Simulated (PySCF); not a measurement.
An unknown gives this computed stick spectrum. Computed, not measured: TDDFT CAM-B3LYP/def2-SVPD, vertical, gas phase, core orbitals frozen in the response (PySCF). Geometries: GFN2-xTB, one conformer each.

| state | ν̃ (cm⁻¹) | f | main configurations (H = HOMO, L = LUMO) |
| --- | --- | --- | --- |
| S1 | 51670 | 0.018 | H→L+1 (54%), H→L+4 (13%), H→L+3 (11%) |
| S2 | 52260 | 0.020 | H→L (77%) |
| S3 | 53430 | 0.048 | H→L+3 (29%), H→L+1 (24%), H→L+4 (22%) |
| S4 | 56290 | 0.150 | H→L+3 (37%), H→L+4 (35%), H→L+5 (10%) |
| S5 | 57880 | 0.0085 | H-1→L (39%), H→L+2 (31%) |
| S6 | 58180 | 0.174 | H-1→L (19%), H→L+2 (16%), H-1→L+1 (15%) |
| S7 | 59960 | 0.036 | H-1→L+1 (39%), H-1→L+3 (23%) |
| S8 | 60580 | 0.045 | H-1→L+3 (20%), H-1→L (11%), H-1→L+2 (8%) |

Triplets computed (Tamm–Dancoff): 5.62, 5.77, 6.28 eV.

Orbital energies (eV): HOMO-3 -9.66, HOMO-2 -9.57, HOMO-1 -9.21, HOMO -8.33, LUMO 0.97, LUMO+1 1.06, LUMO+2 1.52.

Problem. Which structure fits? All have the formula C3H11PSi2.
A. `C=C[SiH2][Si@H](C)P`
B. `C[Si]1(P)C[SiH2]C1`
C. `C[SiH2]/C=C/[SiH2]P`

Solution. B. Its S1, at 6.41 eV, is the highest among the candidates; the nearest of the others has S1 at 6.03 eV. S1 is HOMO→LUMO+1 (54%), HOMO→LUMO+4 (13%), HOMO→LUMO+3 (11%). Löwdin shares by element: HOMO phosphorus 48%, silicon 18%, carbon 15% or more (atoms not listed hold the other 20%); LUMO silicon 28%, phosphorus 14%, carbon 9% or more (atoms not listed hold the other 49%). At the same level the other candidates give, for their lowest levels:
- `C[SiH2]/C=C/[SiH2]P`: 5.75 eV (f 0.001); 6.35 eV (f 0.016); 6.56 eV (f 0.054); 6.58 eV (f 0.288); 6.82 eV (f 0.152); T1 4.10 eV; HOMO -8.66, LUMO 0.23 eV
- `C=C[SiH2][Si@H](C)P`: 6.03 eV (f 0.106); 6.35 eV (f 0.196); 6.61 eV (f 0.072); 6.70 eV (f 0.002); 6.76 eV (f 0.009); T1 4.25 eV; HOMO -8.30, LUMO 0.43 eV

Shape of the structure used: `[CH3:1][Si:2]1([PH2:3])[CH2:4][SiH2:5][CH2:6]1`: H–P3–Si2–C1 159°, H–P3–Si2–C1 67°.
